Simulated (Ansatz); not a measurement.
Ansatz (a program for electronic structure) input (B3LYP-D3(BJ)/def2-TZVP):

Ansatz 0.2 input:
```yaml
crystal:
  periodic: [false, false, false]
  atoms:
    - {symbol: Se, position_ang: [0.16632559, 0.12798413, 1.10535657]}
    - {symbol: Cl, position_ang: [1.10052622, 1.24931736, -0.46115460]}
    - {symbol: Cl, position_ang: [-1.17871008, -1.40912189, -0.67023319]}
basis:
  gaussian:
    orbitals: def2-TZVP
hamiltonian:
  xc: b3lyp
  dispersion: d3bj
total_charge: -1
magnetization: {spin_polarized: true, initial_magnetization: 1}
relax: {f_tol: 0.002, max_steps: 150}
```

Output:

```
Functional definition: B3LYP
integrals: 0.07 GiB planned
825 factors; integrals over basis functions are off by at most 3.7e-4 eV
mean field: 0.86 GiB planned
mean field evaluation 1: about -90398.1567 eV, gradient 1.7e1 eV
mean field evaluation 2: about -90396.8105 eV, gradient 2.4e1 eV
mean field evaluation 4: about -90399.4009 eV, gradient 1.3e0 eV
mean field evaluation 8: about -90399.4645 eV, gradient 7.6e-2 eV
mean field evaluation 16: about -90399.4646 eV, gradient 1.8e-4 eV
mean field -90399.46456036 eV, -3322.1190476353 hartree, gradient 6.2e-5 eV, S^2 0.752947; 2 other end points of the search recorded, 0 dependent functions left out
the calculation of the forces begins
reference -90399.46477148 eV, -3322.1190553941 hartree; 35, 34 occupied and 87, 88 virtual orbitals, 825 factors
relax step   1: F+E_penalty+E_count = -90399.63376565 eV  Δ(F+E_penalty+E_count) = +0.000e0 eV  max|allowed force component| = 1.042e0 eV/Å  Δτ_max = 0.0000 Å  (45 SCF iters, accepted)
these checks for a lower state are left out or cut short: starts, cluster_reference, orbital_swaps, neighbouring_geometries, increment
integrals: 0.07 GiB planned
825 factors; integrals over basis functions are off by at most 3.8e-4 eV
mean field: 0.86 GiB planned
mean field evaluation 32: about -90399.5664 eV, gradient 1.7e-5 eV
mean field -90399.56639494 eV, -3322.1227899872 hartree, gradient 1.7e-5 eV, S^2 0.752926; 0 other end points of the search recorded, 0 dependent functions left out
the calculation of the forces begins
reference -90399.56660879 eV, -3322.1227978460 hartree; 35, 34 occupied and 87, 88 virtual orbitals, 825 factors
relax step   2: F+E_penalty+E_count = -90399.72820791 eV  Δ(F+E_penalty+E_count) = -9.444e-2 eV  max|allowed force component| = 1.996e-1 eV/Å  Δτ_max = 0.1198 Å  (40 SCF iters, accepted)
these checks for a lower state are left out or cut short: starts, cluster_reference, orbital_swaps, neighbouring_geometries, increment
integrals: 0.07 GiB planned
825 factors; integrals over basis functions are off by at most 3.7e-4 eV
mean field: 0.85 GiB planned
mean field -90399.64020017 eV, -3322.1255022792 hartree, gradient 4.2e-5 eV, S^2 0.753451; 0 other end points of the search recorded, 0 dependent functions left out
the calculation of the forces begins
reference -90399.64041494 eV, -3322.1255101721 hartree; 35, 34 occupied and 87, 88 virtual orbitals, 825 factors
relax step   3: F+E_penalty+E_count = -90399.79248462 eV  Δ(F+E_penalty+E_count) = -6.428e-2 eV  max|allowed force component| = 2.675e-1 eV/Å  Δτ_max = 0.1951 Å  (43 SCF iters, accepted)
these checks for a lower state are left out or cut short: starts, cluster_reference, orbital_swaps, neighbouring_geometries, increment
integrals: 0.07 GiB planned
825 factors; integrals over basis functions are off by at most 3.6e-4 eV
mean field: 0.85 GiB planned
mean field -90399.73301592 eV, -3322.1289131952 hartree, gradient 1.4e-5 eV, S^2 0.754483; 0 other end points of the search recorded, 0 dependent functions left out
the calculation of the forces begins
reference -90399.73322912 eV, -3322.1289210302 hartree; 35, 34 occupied and 87, 88 virtual orbitals, 825 factors
relax step   4: F+E_penalty+E_count = -90399.87894811 eV  Δ(F+E_penalty+E_count) = -8.646e-2 eV  max|allowed force component| = 4.903e-1 eV/Å  Δτ_max = 0.1958 Å  (44 SCF iters, accepted)
these checks for a lower state are left out or cut short: starts, cluster_reference, orbital_swaps, neighbouring_geometries, increment
integrals: 0.07 GiB planned
825 factors; integrals over basis functions are off by at most 3.5e-4 eV
mean field: 0.85 GiB planned
mean field evaluation 64: about -90399.8590 eV, gradient 8.2e-5 eV
mean field -90399.85904604 eV, -3322.1335447167 hartree, gradient 1.1e-5 eV, S^2 0.754293; 0 other end points of the search recorded, 0 dependent functions left out
the calculation of the forces begins
reference -90399.85926246 eV, -3322.1335526699 hartree; 35, 34 occupied and 87, 88 virtual orbitals, 825 factors
relax step   5: F+E_penalty+E_count = -90400.00169972 eV  Δ(F+E_penalty+E_count) = -1.228e-1 eV  max|allowed force component| = 4.968e-1 eV/Å  Δτ_max = 0.1949 Å  (44 SCF iters, accepted)
these checks for a lower state are left out or cut short: starts, cluster_reference, orbital_swaps, neighbouring_geometries, increment
integrals: 0.07 GiB planned
825 factors; integrals over basis functions are off by at most 3.7e-4 eV
mean field: 0.85 GiB planned
mean field -90399.99895714 eV, -3322.1386863548 hartree, gradient 5.3e-6 eV, S^2 0.753384; 0 other end points of the search recorded, 0 dependent functions left out
the calculation of the forces begins
reference -90399.99917323 eV, -3322.1386942961 hartree; 35, 34 occupied and 87, 88 virtual orbitals, 825 factors
relax step   6: F+E_penalty+E_count = -90400.14123706 eV  Δ(F+E_penalty+E_count) = -1.395e-1 eV  max|allowed force component| = 4.034e-1 eV/Å  Δτ_max = 0.1947 Å  (47 SCF iters, accepted)
these checks for a lower state are left out or cut short: starts, cluster_reference, orbital_swaps, neighbouring_geometries, increment
integrals: 0.07 GiB planned
825 factors; integrals over basis functions are off by at most 6.0e-4 eV
mean field: 0.85 GiB planned
mean field evaluation 96: about -90400.0877 eV, gradient 7.5e-6 eV
mean field -90400.08767267 eV, -3322.1419465903 hartree, gradient 7.5e-6 eV, S^2 0.753021; 0 other end points of the search recorded, 0 dependent functions left out
the calculation of the forces begins
reference -90400.08788490 eV, -3322.1419543896 hartree; 35, 34 occupied and 87, 88 virtual orbitals, 825 factors
relax step   7: F+E_penalty+E_count = -90400.23240061 eV  Δ(F+E_penalty+E_count) = -9.116e-2 eV  max|allowed force component| = 1.901e-1 eV/Å  Δτ_max = 0.1575 Å  (49 SCF iters, accepted)
these checks for a lower state are left out or cut short: starts, cluster_reference, orbital_swaps, neighbouring_geometries, increment
integrals: 0.07 GiB planned
825 factors; integrals over basis functions are off by at most 5.7e-4 eV
mean field: 0.85 GiB planned
mean field -90400.10307735 eV, -3322.1425127019 hartree, gradient 4.5e-6 eV, S^2 0.752995; 0 other end points of the search recorded, 0 dependent functions left out
the calculation of the forces begins
reference -90400.10328882 eV, -3322.1425204734 hartree; 35, 34 occupied and 87, 88 virtual orbitals, 825 factors
relax step   8: F+E_penalty+E_count = -90400.24615124 eV  Δ(F+E_penalty+E_count) = -1.375e-2 eV  max|allowed force component| = 3.409e-3 eV/Å  Δτ_max = 0.1092 Å  (55 SCF iters, accepted)
these checks for a lower state are left out or cut short: starts, cluster_reference, orbital_swaps, neighbouring_geometries, increment
integrals: 0.07 GiB planned
825 factors; integrals over basis functions are off by at most 5.7e-4 eV
mean field: 0.85 GiB planned
mean field -90400.10310074 eV, -3322.1425135615 hartree, gradient 6.4e-6 eV, S^2 0.752995; 0 other end points of the search recorded, 0 dependent functions left out
the calculation of the forces begins
reference -90400.10331222 eV, -3322.1425213332 hartree; 35, 34 occupied and 87, 88 virtual orbitals, 825 factors
relax step   9: F+E_penalty+E_count = -90400.24615417 eV  Δ(F+E_penalty+E_count) = -2.926e-6 eV  max|allowed force component| = 3.841e-4 eV/Å  Δτ_max = 0.0020 Å  (50 SCF iters, accepted)
integrals: 0.07 GiB planned
825 factors; integrals over basis functions are off by at most 5.7e-4 eV
mean field: 0.85 GiB planned
mean field evaluation 128: about -90400.0590 eV, gradient 4.2e-1 eV
mean field evaluation 160: about -90399.9644 eV, gradient 3.2e0 eV
mean field -90400.10310074 eV, -3322.1425135615 hartree, gradient 6.4e-6 eV, S^2 0.752995; 5 other end points of the search recorded, 0 dependent functions left out
the calculation of the forces begins
reference -90400.10331222 eV, -3322.1425213332 hartree; 35, 34 occupied and 87, 88 virtual orbitals, 825 factors
Total energy: -90400.24636565 eV, -3322.1477784497 hartree
Atom 0 at     0.022785    -0.022807     0.225604 Å, force    -0.000283    -0.000332     0.000084 eV/Å
Atom 1 at     1.606154     1.830825     0.014731 Å, force    -0.000046    -0.000052    -0.000090 eV/Å
Atom 2 at    -1.540797    -1.839838    -0.266367 Å, force     0.000329     0.000384     0.000006 eV/Å
Dipole moment:    -0.003327    -0.006277     0.124556 e Å
```
